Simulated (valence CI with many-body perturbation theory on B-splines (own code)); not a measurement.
## Energy levels of Hf XXIII

Computed by valence CI with perturbative core correlation (CI+MBPT): four valence electrons over a frozen Dirac-Fock core [Kr] 4d10, a basis of 7 s, 7 p, 7 d, 7 f, 4 g, 2 h functions for each j, with the one-electron correlation potential Σ1 (screened to all orders), the two-electron term Σ2, the three-electron term Σ3, Breit, model QED; selected single and double excitations, second order for the rest, scaled by the run's own slope (own B-spline code, finite nucleus).

No measured spectrum was set against this ion. As an estimate, terms of the open shell hold to a few per cent of their energy, and close levels can change places.

Levels 1 to 45 of 199, with energies above the lowest level, 4f⁴ ⁵I_4. "Leading %" is the weight of the configuration and term that name the level; weights of strongly mixed levels are sums over their largest components and can fall short.

```tsv
No.	Configuration	Term	J	E (cm⁻¹)	Leading %	Second component	g
1	4f⁴	⁵I	4	0.0	85	13 % 4f⁴ ³H	0.630
2	4f⁴	⁵I	5	10845	93	7 % 4f⁴ ³H	0.907
3	4f⁴	⁵I	6	20593	92	5 % 4f⁴ ³K	1.060
4	4f⁴	⁵I	7	28986	82	15 % 4f⁴ ³K	1.146
5	4f⁴	⁵F	2	33177	48	18 % 4f⁴ ³D	0.983
6	4f⁴	⁵F	1	35954	83	16 % 4f⁴ ³D	0.094
7	4f⁴	⁵I	8	36325	68	25 % 4f⁴ ³K	1.198
8	4f⁴	³G	4	39489	28	20 % 4f⁴ ³H	1.042
9	4f⁴	⁵F	3	41927	74	11 % 4f⁴ ³G	1.177
10	4f⁴	⁵S	2	45230	58	18 % 4f⁴ ³P	1.650
11	4f⁴	⁵G	2	46192	63	15 % 4f⁴ ³F	0.624
12	4f⁴	⁵G	3	48682	59	25 % 4f⁴ ³G	0.910
13	4f⁴	³K	6	48769	88	6 % 4f⁴ ⁵I	0.876
14	4f⁴	³L	7	52506	48	35 % 4f⁴ ³K	0.970
15	4f⁴	⁵F	5	52577	41	28 % 4f⁴ ³G	1.246
16	4f⁴	⁵F	4	53441	68	15 % 4f⁴ ³H	1.215
17	4f⁴	³M	8	57089	32	21 % 4f⁴ ³L	1.023
18	4f⁴	⁵G	4	63119	68	23 % 4f⁴ ³H	1.049
19	4f⁴	⁵F	5	64141	45	26 % 4f⁴ ³H	1.243
20	4f⁴	³D	2	65005	32	21 % 4f⁴ ⁵F	1.167
21	4f⁴	³G	3	65411	58	27 % 4f⁴ ⁵G	0.858
22	4f⁴	³P	1	70287	57	30 % 4f⁴ ³D	1.032
23	4f⁴	¹D	2	72884	39	36 % 4f⁴ ³F	1.021
24	4f⁴	⁵G	5	73229	57	35 % 4f⁴ ³H	1.154
25	4f⁴	³L	8	74038	57	27 % 4f⁴ ¹L	0.996
26	4f⁴	³K	7	74390	47	46 % 4f⁴ ³L	0.957
27	4f⁴	⁵G	6	74435	59	33 % 4f⁴ ³H	1.250
28	4f⁴	³M	9	75249	55	45 % 4f⁴ ³L	1.053
29	4f⁴	³P	0	75514	86	14 % 4f⁴ ⁵D	
30	4f⁴	³D	3	76343	55	24 % 4f⁴ ³F	1.261
31	4f⁴	³F	4	76413	57	11 % 4f⁴ ¹G	1.196
32	4f⁴	³I	5	76890	57	25 % 4f⁴ ¹H	0.916
33	4f⁴	³K	8	77903	39	37 % 4f⁴ ³M	1.031
34	4f⁴	⁵D	0	78646	66	33 % 4f⁴ ³P	
35	4f⁴	³H	6	81408	42	31 % 4f⁴ ³I	1.156
36	4f⁴	³F	2	82307	57	17 % 4f⁴ ⁵G	0.717
37	4f⁴	⁵D	1	83426	85	14 % 4f⁴ ³P	1.493
38	4f⁴	³G	4	83713	61	15 % 4f⁴ ³H	1.046
39	4f⁴	³I	7	88104	74	19 % 4f⁴ ¹K	1.103
40	4f⁴	³I	6	88118	39	38 % 4f⁴ ³H	1.086
41	4f⁴	⁵D	2	89094	73	16 % 4f⁴ ³P	1.447
42	4f⁴	³M	10	90030	90	10 % 4f⁴ ¹N	1.088
43	4f⁴	³F	4	91076	36	17 % 4f⁴ ⁵D	1.158
44	4f⁴	³F	3	92451	45	25 % 4f⁴ ³D	1.218
45	4f⁴	³D	1	92707	54	37 % 4f⁴ ³P	0.871
```

Names give the largest LS component (configuration and term), which can be under half, so a name can repeat, a term be missing and a line seem to break the LS rules; names also repeat where a configuration has a term twice.

Where two levels of one J and parity lie close, their mixing, g and order are uncertain.

The ionisation energy to 4f³ ⁴I°9/2 of the next ion comes out as 628.04 eV (NIST: 650 ± 30 eV (theoretical)). All 199 levels together are meant to be complete up to 934940 cm⁻¹.
